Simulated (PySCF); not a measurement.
# Which element holds Br most strongly?

r²SCAN in PySCF with def2-TZVPPD on every atom (core potentials on Mo, In, Sn, Sb), for the lowest determinant that a PBE0 search found; no spin–orbit coupling. D0 is De less the harmonic zero-point energy.

| M | state (unpaired electrons) | Re (Å) | ωe (cm⁻¹) | D0(MBr) (eV) |
| --- | --- | --- | --- | --- |
| As | triplet (π ↑↑) | 2.298 | 314 | 2.97 |
| Mo | sextet (σ ↑, π ↑↑, δ ↑↑) | 2.432 | 270 | 3.38 |
| Al | singlet (closed shell) | 2.317 | 371 | 4.66 |
| Sb | triplet (π ↑↑) | 2.494 | 258 | 2.90 |
| Sn | doublet (π ↑) | 2.521 | 242 | 3.65 |
| C | doublet (π ↑) | 1.825 | 725 | 3.74 |
| In | singlet (closed shell) | 2.563 | 219 | 4.28 |

Question: Order the elements by D0 and give the energy of SnBr + Sb → SbBr + Sn.

Answer: Al > In > C > Sn > Mo > As > Sb; ΔE = 3.65 − 2.90 = +0.75 eV at r²SCAN/def2-TZVPPD. Close neighbours can swap at other levels.

The metal atom is held in its measured ground configuration; semilocal functionals can put another filling of s and d lower by some tenths of an eV, and De to that atom would be smaller. Spin–orbit coupling is left out, which matters for elements this heavy, above all for dissociation energies. States were picked by a PBE0 search and need not be the measured ground states.
